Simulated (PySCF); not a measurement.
Ge(2+) (germanium, charge +2) across methods

[Ar] 3d9 4s2 4p1, one real determinant (an excited configuration). All numbers are calculated (PySCF 2.14, scalar relativity through the core potential, in aug-cc-pVTZ-PP with one added diffuse shell each of s, d, f type with ECP10MDF (7s5p5d3f, 68 functions)).

| method | E (hartree) | mean ε 4s α (eV) | mean ε 4s β (eV) | mean ε 4p α (eV) | Σ⟨r²⟩ (bohr²) | ⟨S²⟩ |
| --- | --- | --- | --- | --- | --- | --- |
| PBE | -292.4303 | -33.015 | -31.762 | -23.101 | 22.36 | 2.002 |
| UHF | -291.36165 | -38.218 | -35.076 | -27.803 | 22.62 | 2.010 |
| r2SCANh | -292.3228 | -34.046 | -32.448 | -24.083 | 22.31 | 2.006 |
| PBE0 | -292.4017 | -34.532 | -32.874 | -24.444 | 22.37 | 2.004 |
| MN15 | -292.6924 | -34.943 | -33.502 | -24.837 | 22.60 | 2.003 |
| LDA | -291.9360 | -33.356 | -32.215 | -23.098 | 22.32 | 2.001 |
| r2SCAN | -292.3246 | -33.488 | -32.021 | -23.604 | 22.30 | 2.005 |
| wB97X-V | -292.4040 | -37.075 | -35.473 | -26.726 | 22.41 | 2.003 |
| BHandHLYP | -292.3170 | -35.962 | -34.081 | -25.573 | 22.43 | 2.004 |

⟨L²⟩ = 8.01 against 12 for a pure F term, so this real determinant mixes terms. Energies and moments cover only the electrons outside the core potential.
